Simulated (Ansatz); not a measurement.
`S[SiH2]S` and `[SH][GeH2][SH]` differ in one element.

Ansatz, PBE0-D4/def2-TZVP geometries, multiplicity 1. Each molecule was computed in one conformer, which needn't be the lowest.

Scalar relativity is left out up to krypton.

| property | `S[SiH2]S` |
| --- | --- |
| LUMO energy (ωB97M-V/def2-TZVPP) / eV | 1.83 |
| LUMO energy (PBE0/def2-TZVPP) / eV | 0.00 |
| LUMO energy (PBE/def2-TZVPP) / eV | -0.92 |
| HOMO energy (ωB97M-V/def2-TZVPP) / eV | -9.70 |
| HOMO–LUMO gap (PBE0/def2-TZVPP) / eV | 7.53 |
| LUMO energy (B3LYP/def2-TZVPP) / eV | -0.26 |

Task: Give the same properties after the change, and the shifts. (An estimate is asked.)

Result: Ansatz gave: 
```
                             property  `[SH][GeH2][SH]`  shift
LUMO energy (ωB97M-V/def2-TZVPP) / eV              1.42  -0.41
   LUMO energy (PBE0/def2-TZVPP) / eV             -0.50  -0.50
    LUMO energy (PBE/def2-TZVPP) / eV             -1.42  -0.50
HOMO energy (ωB97M-V/def2-TZVPP) / eV             -9.50   0.20
 HOMO–LUMO gap (PBE0/def2-TZVPP) / eV              6.85  -0.68
  LUMO energy (B3LYP/def2-TZVPP) / eV             -0.78  -0.52
```

With PBE0 the HOMO rises by 0.18 eV and the LUMO falls by 0.50 eV, so the gap narrows by about 0.68 eV. PBE moves the HOMO by 0.18 eV and ωB97M-V by 0.20 eV.

B3LYP here is the variant with VWN-RPA as its local correlation; programs differ in this.
